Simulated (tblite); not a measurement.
C7H6FN.
SMILES with atom numbers: `[CH2:1]=[C:2]([C:3]#[N:4])[C:5](=[CH2:6])/[CH:7]=[CH:8]\[F:9]` (hydrogens: H10, H11 on C1; H12, H13 on C6; H14 on C7; H15 on C8)

Computed with GFN2-xTB (tblite), gas phase: nudged elastic band of 9 images (0 to 8), spring 0.2 eV/Å², climbing image at the end, force threshold 0.05 eV/Å. The top image wasn't refined or checked by frequencies; at this threshold it can lie a kcal/mol or more above the true saddle point of the method.

The band describes a rotation about C2–C5 (fully substituted alkene carbon, fully substituted alkene carbon), followed by the dihedral C3–C2–C5–C7, from the optimised start (145°) to a second optimised geometry at -51°.

Problem. Give the energy profile along the converged band.

Solution. 
```
image  dihedral (°)  E (kJ/mol)  C2–C5 (Å)  C3···C7 (Å)  largest true force (eV/Å)
    0           145        0.00      1.477         3.72                       0.01
    1           166        2.79      1.472         3.80                       0.04
    2          -172       10.36      1.471         3.82                       0.06
    3          -152       17.40      1.476         3.78                       0.05
    4          -136       14.73      1.481         3.70                       0.05
    5          -117        8.50      1.487         3.55                       0.06
    6           -95        6.43      1.490         3.36                       0.04
    7           -73        3.04      1.488         3.16                       0.03
    8           -51       -0.42      1.481         2.98                       0.01
```

Barriers of this band. The top is image 3 at -152°: 17.40 kJ/mol forward and 17.82 kJ/mol back; the end lies 0.42 kJ/mol below the start. The central bond is 0.001 Å shorter at the top than at the start.

Problem. What rate follows at 298 K for crossing this barrier forward?

Solution. Taking the electronic barrier for the free energy of activation (no zero-point or entropy terms, transmission 1), rate = (kT/h)·exp(−ΔE/kT) ≈ 6 × 10^9 s⁻¹, whose inverse is 2 × 10^-10 s. An error of 1 kcal/mol in the barrier changes this by a factor of 5, and the method and the loose band can each miss by that much or more.

Problem. How long is the path, and how are the images spaced?

Solution. Cartesian distances between aligned neighbours (all atoms, Å): 1.08, 1.17, 1.25, 1.18, 1.18, 1.13, 1.15, 1.22; the sum is 9.35 Å, and the top lies 37 % of the way along.

What follows is the cost of the whole band run. On one thread, Intel Xeon at 2.50 GHz (x86_64), shared host, this took 15 s of wall time and 0.18 GiB of memory at its peak.
